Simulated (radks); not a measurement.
Values are calculated unless marked as measured or tabulated.
All-electron atom: Lu+ in [Xe] 4f14 6s2 (the NIST ground configuration).

Code: a radial shooting solver on a logarithmic mesh with Libxc functionals. Model: Dirac Kohn-Sham, exchange-only PBE, spin-unpolarised, spherical densities, finite nucleus; Fermi nuclear charge, rms radius 5.37 fm.

Energy parts (eV):
part                  energy
total             -396602.21
kinetic            442064.14
electron-nucleus  -985763.45
Hartree            155196.72
exchange            -8099.62

Orbitals (lengths in bohr, moments of r in powers of bohr; <r^-3> diverges for s and p1/2; r(max) is where P^2 peaks):
orbital  occ.  eigenvalue (eV)      <r>  <r^-3>   r(max)      <r^2>
1s1/2       2        -63152.76  0.01932       -  0.01213  0.0005123
2s1/2       2        -10750.38  0.08125       -  0.06950   0.007862
2p1/2       2        -10262.94  0.06740       -  0.05192   0.005641
2p3/2       4        -9145.379  0.07502   14150  0.05845   0.006850
3s1/2       2        -2441.851   0.2122       -   0.1960    0.05160
3p1/2       2        -2225.854   0.2020       -   0.1839    0.04753
3p3/2       4        -1987.495   0.2162    3144   0.1973    0.05424
3d3/2       4        -1620.268   0.1898   539.8   0.1552    0.04236
3d5/2       6        -1568.219   0.1942   465.6   0.1589    0.04421
4s1/2       2        -491.9774   0.4779       -   0.4466     0.2582
4p1/2       2        -403.9785   0.4850       -   0.4474     0.2681
4p3/2       4        -349.7299   0.5177   715.4   0.4761     0.3052
4d3/2       4        -204.9404   0.5410   106.1   0.4758     0.3401
4d5/2       6        -195.0382   0.5525   89.65   0.4850     0.3546
5s1/2       2         -68.5587    1.171       -    1.044      1.544
5p1/2       2         -44.1870    1.312       -    1.133      1.958
5p3/2       4         -37.2467    1.423   89.38    1.222      2.307
4f5/2       6         -17.9974   0.7147   14.30   0.4659     0.6762
4f7/2       8         -16.4744   0.7304   13.59   0.4712     0.7107
6s1/2       2         -10.3299    3.314       -    2.870      12.40

The highest occupied level is 6s1/2 at -10.330 eV. For comparison, the ionisation energy in NIST's Atomic Spectra Database is 14.13 eV (semi-empirical). In exact Kohn-Sham theory the highest level is minus the ionisation energy, but local and semilocal functionals leave it too shallow, through self-interaction and a potential that decays too fast; potentials with the right tail come closer. Summed over all electrons, <r^2> = 57.44 bohr^2, which gives a Langevin (diamagnetic) susceptibility term of -45.5 x 10^-6 cm^3/mol. The density falls to 0.001 e/bohr^3 at r = 4.66 bohr. The electron density at the nucleus is 1.111e+06 e/bohr^3.
